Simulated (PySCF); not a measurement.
C2H5ClSi2, SMILES C#C[Si@@H]([SiH3])Cl.

Geometry optimised at PBE0-D3(BJ)/def2-SVP. The structure was generated by enumeration; whether it is a known compound was not checked.

Two levels are set side by side: TDDFT-PBE/def2-SVPD (PySCF) and TDDFT-CAM-B3LYP/def2-SVPD (PySCF). Vertical, same geometry. The lowest singlet is HOMO→LUMO 98 % with PBE and HOMO→LUMO 69 %, HOMO−2→LUMO 14 % with the other functional; states are paired by order. Differences are taken from unrounded values.

| quantity | TDDFT-CAM-B3LYP | TDDFT-PBE | TDDFT-PBE minus TDDFT-CAM-B3LYP |
|---|---|---|---|
| lowest singlet excitation (eV) | 5.55 | 5.02 | -0.54 |
| lowest triplet excitation (TDA) (eV) | 4.76 | 4.60 | -0.17 |
| first bright state (f over 0.05) (eV) | 7.16 | 5.96 | -1.20 |
| its oscillator strength | 0.07 | 0.07 | 0.00 |

Functionals without exact exchange tend to place singlet excitations lower, as here. Differences between two approximate levels are no errors against the true value.

Rough cost on one machine, each run with all the roots and properties that it gave: TDDFT-CAM-B3LYP against TDDFT-PBE about 7 times.
